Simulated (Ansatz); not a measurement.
Frontier orbitals of ClH₄O₂ScSi, SMILES `[OH][Sc]([Cl])[O][SiH3]`.

```xyz
9

O     1.935   -1.858   -0.822
Sc    0.757   -1.313    0.487
Cl    0.541   -2.477    2.479
O    -0.285    0.218    0.196
Si   -1.161    1.559   -0.122
H     2.517   -2.074   -1.545
H    -1.907    1.392   -1.399
H    -2.136    1.815    0.971
H    -0.261    2.738   -0.245
```

Charge 0, multiplicity 1. Correlated methods include outer-core shells of Sc, which these sets cover unevenly. Scalar relativity is left out up to krypton. The geometry is a stationary point of PBE0-D4/def2-TZVP. It is one conformer, not always the lowest. Basis def2-TZVPP, the Gaussian-basis code of Ansatz.

| functional | HOMO (eV) | LUMO (eV) | gap (eV) |
| --- | --- | --- | --- |
| PBE | -7.14 | -3.18 | 3.96 |
| PBE0 | -8.56 | -2.24 | 6.32 |
| r2SCAN0 | -8.80 | -2.04 | 6.76 |
| HSE06 (plane-wave form) | -8.15 | -2.61 | 5.54 |
| ωB97X-V | -10.97 | -0.29 | 10.68 |
| ωB97M-V | -10.84 | -0.64 | 10.20 |

A quarter of exact exchange (PBE0) shifts PBE's HOMO by −1.42 eV and its LUMO by +0.95 eV; full exchange at long range (ωB97M-V) shifts them by −3.70 and +2.55 eV. The gap opens from 3.95 to 10.20 eV, since occupied levels lose self-interaction and empty ones feel all the electrons.
